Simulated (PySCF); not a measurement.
PySCF 2.14 output of an unrestricted LDA calculation on a single atom or ion in x2c-SVPall (6s5p3d, 36 functions), with the spin-free X2C one-electron Hamiltonian (Gaussian nucleus):

```
SCF conv_tol = 1e-09
number electrons alpha = 26  beta = 24
    P. A. M. Dirac.,  Math. Proc. Cambridge Philos. Soc. 26, 376 (1930)
    F. Bloch.,  Z. Phys. 57, 545 (1929)
    S. H. Vosko, L. Wilk, and M. Nusair.,  Can. J. Phys. 58, 1200 (1980)
cycle= 1 E= -6169.78629015857  delta_E= -0.00894  |g|= 0.016  |ddm|= 0.489
cycle= 2 E= -6169.78641821488  delta_E= -0.000128  |g|= 0.00365  |ddm|= 0.0456
cycle= 3 E= -6169.78642329837  delta_E= -5.08e-06  |g|= 0.000574  |ddm|= 0.00427
cycle= 4 E= -6169.7864235129  delta_E= -2.15e-07  |g|= 2.64e-05  |ddm|= 0.00196
cycle= 5 E= -6169.78642351349  delta_E= -5.89e-10  |g|= 4.82e-07  |ddm|= 0.0001
converged SCF energy = -6169.78642351349  <S^2> = 2.0008287  2S+1 = 3.0005524
```

The run itself started from symmetry-adapted Hartree-Fock orbitals and held the occupation by maximum overlap, on a logarithmic radial grid, so the iterations belong to that start.

Which element, charge and spin multiplicity is this?

Sn (tin, neutral), multiplicity 3; the state was [Kr] 4d10 5s2 5p2, high-spin 3P determinant.
